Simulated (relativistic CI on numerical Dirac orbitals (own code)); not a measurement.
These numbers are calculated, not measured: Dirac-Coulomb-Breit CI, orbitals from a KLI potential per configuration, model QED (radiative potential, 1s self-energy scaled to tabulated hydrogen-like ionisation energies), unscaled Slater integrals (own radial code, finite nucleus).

The strongest absorption lines from the ground level of an ion, among the configurations computed and to levels below about 359 eV (vacuum wavelength in Å, gf): 46.949 (2), 47.510 (0.58), 50.286 (4.8), 55.031 (0.83), 55.367 (7.5), 61.361 (0.75), 68.537 (0.62), 70.174 (0.72).

(1) Which ion is it?
A. Hf³²⁺
B. Pt⁴⁰⁺
C. Tm³¹⁺
D. Hf³⁴⁺

## Answers

(1) D. Hf³⁴⁺ has 38 electrons and the ground level 4s2.4p6.4d2 3F_2; the strongest line goes to 4s2.4p6.4d.4f 3G°_3. The pattern of lines fixes the number of electrons, and along that sequence the line energies rise steadily with the charge (about as its square where n changes within one kind of shell, about linearly where n is kept but much faster in heavy ions where fine structure, which grows about as Z⁴, sets the gap, and irregularly where shells cross), which fixes Z. Configurations outside the model, such as inner-shell arrays, can give stronger lines. At this charge energies of transitions that change n are usually good to better than 1 %, and those within a shell (Δn = 0) to a few per cent. Terms inside the open d or f shell come out 10 to 20 % too wide with unscaled integrals.

LS names give the leading component of a level, which can be under half, so a name can repeat, a term be missing and a line seem to break the LS rules.
